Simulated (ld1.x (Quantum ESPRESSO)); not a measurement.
**Li (Z = 3): one change to a TM potential, before and after**

* Element: Li (Z = 3)
* Generator: ld1.x (Quantum ESPRESSO) 7.5
* Type: norm-conserving Troullier–Martins (Kleinman–Bylander form)
* Functional: PBE
* Relativity: non-relativistic
* Frozen core: none
* Valence charge: 3
* Reference configuration: 1s2 2s0.5 2p0 (charge +0.5)
* Partial waves: 2p (bound, empty): rc 4.20 bohr; 3d channel at 0.35 Ry: rc 3.85 bohr; 1s (bound): rc 0.50 bohr
* Local potential: the s channel
* Core correction: none

Occupied shells without a wave of their own: 2s. They enter only through the test configuration that unscreens the potential.

All-electron outer shells of the reference configuration (PBE, non-relativistic, ld1.x):

| shell | level (eV) | outermost node (bohr) | outermost maximum (bohr) |
| --- | --- | --- | --- |
| 1s | -55.75 | – | 0.36 |
| 2s | -5.34 | 0.83 | 2.90 |
| 2p | -3.34 | – | 3.24 |

Change: all radii scaled by about 0.84 (s 0.42, p 3.54, d 3.26 bohr).

Cutoffs: the cutoffs (Ry, on a coarse ladder) from which the occupation-weighted sum of valence levels, in a spherical-Bessel basis at the reference potential, stays within 10 and 1 mRy of its value at 400 Ry; they do not see the model core or the augmentation charge, which bear on the density cutoff. Errors are all-electron minus pseudo energies relative to the spin-unpolarised reference configuration.

Problem. Predict the effect on cutoff, ghosts and configuration errors.

Solution. Both files keep a bound ghost (p); of the 4 tests that both files solve, the error grows in 0 and shrinks in 3 by more than 15 % and 0.3 meV (median size 1.5 → 0.6 meV). Less of the atom is replaced, so other configurations are described better.

```tsv
quantity	base	changed
cutoff, loose	260 Ry	over 300 Ry
cutoff, tight	300 Ry	over 300 Ry
bound ghosts	p	p
error for 1s2 2s1 2p0, meV [ΔE -2.05 eV]	-1.1	-0.4
error for 1s2 2s0 2p0, meV [ΔE 3.25 eV]	+1.9	+0.8
error for 1s2 2s0 2p1, meV [ΔE -0.26 eV]	+0.1	0.0
error for 1s1 2s1 2p0, meV [ΔE 66.35 eV]	+25	+12
```

 A true bound ghost makes a file unfit for plane-wave use even where its test errors are small: the radial tests pick states by their node count and pass the ghost by.
